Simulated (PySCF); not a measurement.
A small calculation by hand: dipole moment from atomic charges

CH5BS2, SMILES CB(S)S. Atoms are numbered in the order given.

```xyz
9

B     -0.0138    -0.3206     0.0000
C     -0.0004    -1.8935     0.0000
H     -0.4785    -2.3215     0.8937
H     -0.4785    -2.3215    -0.8937
H      1.0491    -2.2362     0.0000
S     -0.0033     0.5080    -1.6021
H      0.0421     1.7940    -1.1928
S     -0.0033     0.5080     1.6021
H      0.0421     1.7940     1.1928
```
Charge 0, spin multiplicity 1.

Geometry: PBE0-D3(BJ)/def2-SVP. The values are those of a single conformer.

Charges (e) from PBE/def2-TZVP in PySCF:

| atom | IAO | Mulliken |
|---|---|---|
| B1 | -0.067 | 0.137 |
| C2 | -0.572 | -0.431 |
| H3 | 0.162 | 0.134 |
| H4 | 0.162 | 0.134 |
| H5 | 0.176 | 0.146 |
| S6 | -0.023 | -0.194 |
| H7 | 0.093 | 0.133 |
| S8 | -0.023 | -0.194 |
| H9 | 0.093 | 0.133 |

The dipole moment of the full density is 0.69 D.

**Question.** What dipole moment does each set of point charges give, and which comes closer to that of the density?

**Answer.** 
μ = Σ q r, and 1 e Å = 4.8032 D.
IAO: Σ q r = (0.039, 0.269, 0.000) e Å, |μ| = 1.31 D.
Mulliken: Σ q r = (0.036, 0.104, 0.000) e Å, |μ| = 0.53 D.
Mulliken comes closer in size. Point charges leave out the atoms' own dipoles (lone pairs, polarised bonds); fits to the potential absorb them, partitions of the density don't.
